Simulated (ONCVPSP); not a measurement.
# What one change does to a pseudopotential (promethium (Pm), ONCV)

Pm (Z = 61), optimised norm-conserving Vanderbilt (ONCV), made with ONCVPSP 4.0.1 (Wu-Cohen, scalar-relativistic). Core [Xe] 4f4, reference 5d1 6s1 (charge +1). Waves: 6s: rc 3.65 bohr, ncon 4, nbas 7, qcut 1.8 1/bohr, 2 projectors, debl 2.3 Ha; p scattering state at 0.1 Ha: rc 3.05 bohr, ncon 5, nbas 10, qcut 2.2 1/bohr, 1 projector; 5d: rc 3.55 bohr, ncon 4, nbas 8, qcut 4.8 1/bohr, 3 projectors, debl 0.6 Ha. Local part: polynomial inside 2.70 bohr (lpopt 4, dvloc0 1 Ha). Core correction: polynomial model core, fcfact 0.65.

In the p channel the program set the typed energies aside and used 0.050 Ha.

All-electron outer shells of the reference configuration (Wu-Cohen, scalar-relativistic, ld1.x):

```
shell  level (eV)  outermost node (bohr)  outermost maximum (bohr)
   4f      -13.66                      –                      0.62
   6s       -8.89                   1.69                      3.37
   5d       -8.57                   0.85                      2.02
```

Change: all radii but the core radius scaled by about 1.13 (s 4.10, p 3.44, d 4.00 bohr); local potential polynomial inside 3.04 bohr (lpopt 4, dvloc0 1 Ha).

Cutoffs: the cutoffs (Ha) at which the residual kinetic energy of the hardest occupied pseudo-wave falls to 1 and 0.1 mHa per electron; they do not see the model core or the augmentation charge, which bear on the density cutoff. Errors are all-electron minus pseudo energies relative to the spin-unpolarised reference configuration.

How do hardness, ghosts and transferability respond?

The potential gets softer (6.6 Ha and 8.0 Ha → 5.9 Ha and 7.2 Ha); of the 3 tests that both files solve, the error grows in 1 and shrinks in 0 by more than 15 % and 0.3 meV (median size 5.0 → 5.4 meV); neither file shows a bound ghost. A larger radius leaves more room for a smooth pseudo-wave, so fewer plane waves are needed.

```csv
quantity,base,changed
"cutoff, loose",6.6 Ha,5.9 Ha
"cutoff, tight",8.0 Ha,7.2 Ha
loose cutoff by channel,"s 1.9 Ha, d 6.6 Ha","s 1.7 Ha, d 5.9 Ha"
bound ghosts,none,none
GHOST(+) flags under 300 eV,s at 53.8 eV,s at 57.6 eV
"tests counted as reliable (solved cleanly; for ONCVPSP, near-neutral configurations with less than one 5d electron left out)",3 of 4,3 of 4
"error for 5d1 6s2, meV [ΔE -6.39 eV]",-5.0,-5.4
"error for 5d1 6s0, meV [ΔE 11.49 eV]",-36,-47
"error for 5d1 6s1.5, meV [ΔE -3.81 eV]",-1.6,-1.9
"rms error of d²Exc/dni dnj with the model core, mHa",1.44,1.66
```

Base: The cutoffs count occupied waves only; projector 1 of the p channel, the hardest unoccupied one, needs 22 Ha at the loose tolerance. Tests not counted: 5d0 6s2 (all-electron energy unsafe for a near-neutral lanthanide with less than one 5d electron, printed error -80 meV). Changed file: Tests not counted: 5d0 6s2 (all-electron energy unsafe for a near-neutral lanthanide with less than one 5d electron, printed error -39 meV).
